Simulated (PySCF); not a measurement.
C5H7N3.
SMILES with atom numbers: `[H]/[N:1]=[CH:2]/[CH2:3][n:4]1[cH:5][cH:6][n:7][cH:8]1` (hydrogens: H9 on N1; H10 on C2; H11, H12 on C3; H13 on C5; H14 on C6; H15 on C8)

Structure optimised with GFN2-xTB, isolated species.

(1) List the bond lengths, angles and torsions at this level.

Results:

(1) 
```csv
bond,length (Å)
N1=C2,1.250
C2–C3,1.505
C3–N4,1.436
N4–C5,1.368
C5–C6,1.364
C6–N7,1.358
N7–C8,1.302
N4–C8,1.355
N1–H9,1.017
C2–H10,1.099
"C3–H11, C3–H12",1.094
C5–H13,1.071
C6–H14,1.071
C8–H15,1.072
```

Bonds in one row agree within 0.01 Å and their mean is given. A selection of angles:
```csv
angle,degrees
N1–C2–C3,119.7
C2–C3–N4,111.5
C3–N4–C5,126.7
C3–N4–C8,127.0
C5–N4–C8,106.1
N4–C5–C6,106.0
C5–C6–N7,110.0
C6–N7–C8,105.7
N4–C8–N7,112.2
H9–N1–C2,116.2
```

Torsions: N1–C2–C3–N4 -140° (anticlinal); C2–C3–N4–C5 -88° (synclinal); H9–N1–C2–C3 -179° (antiperiplanar). The mirror-image conformer, all signs reversed, is as good.

N4 (pyrrole-type nitrogen) is planar (angles 127.0°, 126.7° and 106.1°, sum 359.9°, 0.03 Å off the plane of its three neighbours). N1 (imine nitrogen) is bent (angle 116.2°). The 5-membered ring N4–C5–C6–N7–C8 has internal angles of 105.7° to 112.2°; it is planar, 0.00 Å rms from its mean plane, widest ring torsion 1°. The 2 C–C bonds span 1.364 Å (C5–C6, aromatic) to 1.505 Å (C2–C3, drawn single), a spread of 0.141 Å. The 6 C–N bonds span 1.250 Å (N1=C2, drawn double) to 1.436 Å (C3–N4, drawn single), a spread of 0.186 Å. N7 (pyridine-type nitrogen) is bent (angle 105.7°).

Point group: C1 (no symmetry element, even within 0.4 Å). No GFN2-xTB frequencies stand behind this structure, so it isn't proved a minimum. The numbers are those of one conformer.

These are computed values.
